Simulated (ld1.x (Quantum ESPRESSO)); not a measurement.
# Pseudopotential generation for S (Z = 16): RRKJ, LDA (PZ), scalar-relativistic.

The input file (ld1.x (Quantum ESPRESSO) 7.5):

```
&input
   title='S', zed=16., rel=1, dft='PZ', iswitch=3,
   config='[Ne] 3s2 3p3',
   nld=2, rlderiv=1.55, eminld=-4.0, emaxld=5.0, deld=0.02
 /
 &inputp
   pseudotype=2, tm=.false., rho0=0.01, lloc=1,
   nlcc=.false.,
   file_pseudopw='S.UPF', file_wfcaegen='ae.wfc', file_wfcncgen='nc.wfc', file_beta='beta', file_chi='chi'
 /
2
3S  1  0   2.00   0.00  1.40  1.40  0.0
3P  2  1   3.00   0.00  1.10  1.10  0.0
 &test
   configts(1)='3s2 3p3'
 /
```

Command:

```bash
ld1.x < S.in > S.out
```

Output (shortened: banner, matrices, multipoles, cross overlaps and the repeated all-electron block are left out):

```
Program LD1 v.7.5
     --------------------------- All-electron run ----------------------------

     S
     scalar relativistic calculation

     atomic number is 16.00
     dft =PZ   lsd =0 sic =0 latt =0  beta=0.20 tr2=1.0E-14
     Exchange-correlation= PZ
                           (   1   1   0   0   0   0   0)
     mesh =1151 r(mesh) =  99.72449 a.u. xmin = -7.00 dx = 0.01250
     1 Ry =  13.60569312 eV, c = 137.03599908

     n l     nl                  e(Ry)          e(Ha)          e(eV)
     1 0     1S 1( 2.00)      -177.0717       -88.5358     -2409.1832
     2 0     2S 1( 2.00)       -16.3544        -8.1772      -222.5125
     2 1     2P 1( 6.00)       -12.3671        -6.1835      -168.2625
     3 0     3S 1( 2.00)        -2.0310        -1.0155       -27.6328
     3 1     3P 1( 3.00)        -1.2409        -0.6205       -16.8836

     final scf error:  5.1E-15 reached in  30 iterations

     Etot =    -794.789283 Ry,    -397.394641 Ha,  -10813.659079 eV

     Ekin =     797.208285 Ry,     398.604142 Ha,   10846.571276 eV
     Encl =   -1885.559762 Ry,    -942.779881 Ha,  -25654.347490 eV
     Eh   =     341.337042 Ry,     170.668521 Ha,    4644.127046 eV
     Exc  =     -47.774847 Ry,     -23.887424 Ha,    -650.009911 eV

     normalization and overlap integrals

     s(1S/1S) =  1.000000  <r> =   0.0972  <r2> =    0.0127  r(max) =   0.0633
     s(2S/2S) =  1.000000  <r> =   0.4808  <r2> =    0.2753  r(max) =   0.3877
     s(2P/2P) =  1.000000  <r> =   0.4431  <r2> =    0.2457  r(max) =   0.3254
     s(3S/3S) =  1.000000  <r> =   1.6362  <r2> =    3.0969  r(max) =   1.3874
     s(3P/3P) =  1.000000  <r> =   1.8941  <r2> =    4.2319  r(max) =   1.5526

     ------------------------ End of All-electron run ------------------------

     --------------------- Generating NC pseudopotential ---------------------

      Generating local pot.: lloc=1, matching radius rcloc =   1.1000

      Wfc   3S  rcut= 1.387  Estimated cut-off energy=       23.08 Ry
      Using 4 Bessel functions for this wfc, rho(0) = 0.010
      This function has    0 nodes for 0 < r <    1.387

     ------------------- End of pseudopotential generation -------------------

     Computing logarithmic derivative in   1.54293
     Computing logarithmic derivative in   1.54293
     Computing the partial wave expansion
     R is outside the sphere for l=    0 j= 0.00
       no projector for channel:   1

     ---------------------- Testing the pseudopotential ----------------------

     S
     scalar relativistic calculation

     atomic number is 16.00   valence charge is  6.00
     dft =PZ   lsd =0 sic =0 latt =0  beta=0.20 tr2=1.0E-14
     mesh =1151 r(mesh) =  99.72449 xmin = -7.00 dx = 0.01250

     n l     nl             e AE (Ry)        e PS (Ry)    De AE-PS (Ry)
     1 0     3S   1( 2.00)       -2.03097       -2.03098        0.00001
     2 1     3P   1( 3.00)       -1.24092       -1.24090       -0.00002

     eps = 6.0E-15  iter = 17

     Etot =    -794.789283 Ry,    -397.394641 Ha,  -10813.659079 eV
     Etotps =   -19.296492 Ry,      -9.648246 Ha,    -262.542145 eV

     Ekin =       7.003614 Ry,       3.501807 Ha,      95.289029 eV
     Encl =     -35.795722 Ry,     -17.897861 Ha,    -487.025612 eV
     Ehrt =      12.566086 Ry,       6.283043 Ha,     170.970313 eV
     Ecxc =      -3.450075 Ry,      -1.725038 Ha,     -46.940667 eV
     Epseu=       0.379605 Ry,       0.189803 Ha,       5.164793 eV

     ---------------------- End of pseudopotential test ----------------------
```

Generation and configuration tests took about 1.7 s on one core of a shared server CPU.

Transferability test of the new file with ld1.x, input:

```
&input
   title='S', zed=16., rel=1, dft='PZ', iswitch=2,
   config='[Ne] 3s2 3p3'
 /
 &test
   file_pseudo='S.UPF', nconf=10,
   configts(1)='3s2 3p3',
   configts(2)='3s2 3p4',
   configts(3)='3s2 3p2',
   configts(4)='3s2 3p1',
   configts(5)='3s2 3p3.5',
   configts(6)='3s1 3p5',
   configts(7)='3s0 3p6',
   configts(8)='3s2 3p0',
   configts(9)='3s2 3p3', lsdts(9)=1,
   configts(10)='3s2 3p4', lsdts(10)=1
 /
```

```bash
ld1.x < S.test.in > S.test.out
```

Pseudopotential blocks of its output, shortened (energy terms left out):

```
     ---------------------- Testing the pseudopotential ----------------------

     n l     nl             e AE (Ry)        e PS (Ry)    De AE-PS (Ry)
     1 0     3S   1( 2.00)       -2.03097       -2.03098        0.00001
     2 1     3P   1( 3.00)       -1.24092       -1.24090       -0.00002

     eps = 1.7E-15  iter = 14

     Etot =    -794.789283 Ry,    -397.394641 Ha,  -10813.659079 eV
     Etotps =   -19.296492 Ry,      -9.648246 Ha,    -262.542143 eV

     ---------------------- End of pseudopotential test ----------------------

          ---------------------- Testing the pseudopotential ----------------------

     n l     nl             e AE (Ry)        e PS (Ry)    De AE-PS (Ry)
     1 0     3S   1( 2.00)       -1.27036       -1.27139        0.00103
     2 1     3P   1( 4.00)       -0.52273       -0.52334        0.00062

     eps = 8.4E-15  iter = 12

     Etot =    -795.661173 Ry,    -397.830586 Ha,  -10825.521747 eV
     Etotps =   -20.168859 Ry,     -10.084429 Ha,    -274.411304 eV
     dEtot_ae =      -0.871890 Ry
     dEtot_ps =      -0.872367 Ry,   Delta E=       0.000477 Ry

     ---------------------- End of pseudopotential test ----------------------

          ---------------------- Testing the pseudopotential ----------------------

     n l     nl             e AE (Ry)        e PS (Ry)    De AE-PS (Ry)
     1 0     3S   1( 2.00)       -2.89576       -2.89246       -0.00330
     2 1     3P   1( 2.00)       -2.06356       -2.06098       -0.00258

     eps = 8.5E-15  iter = 11

     Etot =    -793.144886 Ry,    -396.572443 Ha,  -10791.285919 eV
     Etotps =   -17.653085 Ry,      -8.826543 Ha,    -240.182461 eV
     dEtot_ae =       1.644397 Ry
     dEtot_ps =       1.643406 Ry,   Delta E=       0.000991 Ry

     ---------------------- End of pseudopotential test ----------------------

          ---------------------- Testing the pseudopotential ----------------------

     n l     nl             e AE (Ry)        e PS (Ry)    De AE-PS (Ry)
     1 0     3S   1( 2.00)       -3.84280       -3.83261       -0.01019  !
     2 1     3P   1( 1.00)       -2.97061       -2.96230       -0.00831  !

     eps = 4.3E-15  iter = 11

     Etot =    -790.634339 Ry,    -395.317169 Ha,  -10757.128187 eV
     Etotps =   -15.147492 Ry,      -7.573746 Ha,    -206.092134 eV
     dEtot_ae =       4.154944 Ry
     dEtot_ps =       4.148999 Ry,   Delta E=       0.005945 Ry

     ---------------------- End of pseudopotential test ----------------------

          ---------------------- Testing the pseudopotential ----------------------

     n l     nl             e AE (Ry)        e PS (Ry)    De AE-PS (Ry)
     1 0     3S   1( 2.00)       -1.63572       -1.63646        0.00074
     2 1     3P   1( 3.50)       -0.86704       -0.86751        0.00047

     eps = 1.4E-15  iter = 14

     Etot =    -795.315090 Ry,    -397.657545 Ha,  -10820.813057 eV
     Etotps =   -19.822466 Ry,      -9.911233 Ha,    -269.698391 eV
     dEtot_ae =      -0.525808 Ry
     dEtot_ps =      -0.525975 Ry,   Delta E=       0.000167 Ry

     ---------------------- End of pseudopotential test ----------------------

          ---------------------- Testing the pseudopotential ----------------------

     n l     nl             e AE (Ry)        e PS (Ry)    De AE-PS (Ry)
     1 0     3S   1( 1.00)       -1.31995       -1.31939       -0.00055
     2 1     3P   1( 5.00)       -0.56251       -0.56283        0.00032

     eps = 5.3E-15  iter = 12

     Etot =    -794.908572 Ry,    -397.454286 Ha,  -10815.282096 eV
     Etotps =   -19.416462 Ry,      -9.708231 Ha,    -264.174417 eV
     dEtot_ae =      -0.119290 Ry
     dEtot_ps =      -0.119970 Ry,   Delta E=       0.000680 Ry

     ---------------------- End of pseudopotential test ----------------------

          ---------------------- Testing the pseudopotential ----------------------

     n l     nl             e AE (Ry)        e PS (Ry)    De AE-PS (Ry)
     1 0     3S   1( 0.00)       -1.36598       -1.36354       -0.00244
     2 1     3P   1( 6.00)       -0.59962       -0.59949       -0.00013

     eps = 3.3E-15  iter = 27

     Etot =    -794.146619 Ry,    -397.073310 Ha,  -10804.915197 eV
     Etotps =   -18.656076 Ry,      -9.328038 Ha,    -253.828840 eV
     dEtot_ae =       0.642663 Ry
     dEtot_ps =       0.640416 Ry,   Delta E=       0.002247 Ry

     ---------------------- End of pseudopotential test ----------------------

          ---------------------- Testing the pseudopotential ----------------------

     n l     nl             e AE (Ry)        e PS (Ry)    De AE-PS (Ry)
     1 0     3S   1( 2.00)       -4.85530       -4.83215       -0.02315  !
     2 1     3P   1( 0.00)       -3.94609       -3.92609       -0.02001  !

     eps = 3.8E-16  iter =  9

     Etot =    -787.181154 Ry,    -393.590577 Ha,  -10710.145211 eV
     Etotps =   -11.707527 Ry,      -5.853763 Ha,    -159.289014 eV
     dEtot_ae =       7.608129 Ry
     dEtot_ps =       7.588965 Ry,   Delta E=       0.019164 Ry

     ---------------------- End of pseudopotential test ----------------------

          ---------------------- Testing the pseudopotential ----------------------

     n l     nl             e AE (Ry)        e PS (Ry)    De AE-PS (Ry)
     1 0     3S   1( 1.00)       -2.10611       -2.11310        0.00699  !
     2 1     3P   1( 3.00)       -1.31055       -1.31510        0.00455
     1 0     3S   2( 1.00)       -1.89034       -1.86995       -0.02039  !
     2 1     3P   2( 0.00)       -1.11139       -1.09645       -0.01494  !

     eps = 1.6E-15  iter = 18

     Etot =    -794.933717 Ry,    -397.466858 Ha,  -10815.624206 eV
     Etotps =   -19.455090 Ry,      -9.727545 Ha,    -264.699989 eV
     dEtot_ae =      -0.144434 Ry
     dEtot_ps =      -0.158599 Ry,   Delta E=       0.014165 Ry

     ---------------------- End of pseudopotential test ----------------------

          ---------------------- Testing the pseudopotential ----------------------

     n l     nl             e AE (Ry)        e PS (Ry)    De AE-PS (Ry)
     1 0     3S   1( 1.00)       -1.31759       -1.32376        0.00617  !
     2 1     3P   1( 3.00)       -0.56481       -0.56860        0.00379
     1 0     3S   2( 1.00)       -1.19920       -1.19116       -0.00804  !
     2 1     3P   2( 1.00)       -0.46030       -0.45510       -0.00519  !

     eps = 8.8E-15  iter = 17

     Etot =    -795.713066 Ry,    -397.856533 Ha,  -10826.227790 eV
     Etotps =   -20.225245 Ry,     -10.112622 Ha,    -275.178474 eV
     dEtot_ae =      -0.923783 Ry
     dEtot_ps =      -0.928753 Ry,   Delta E=       0.004970 Ry

     ---------------------- End of pseudopotential test ----------------------
```
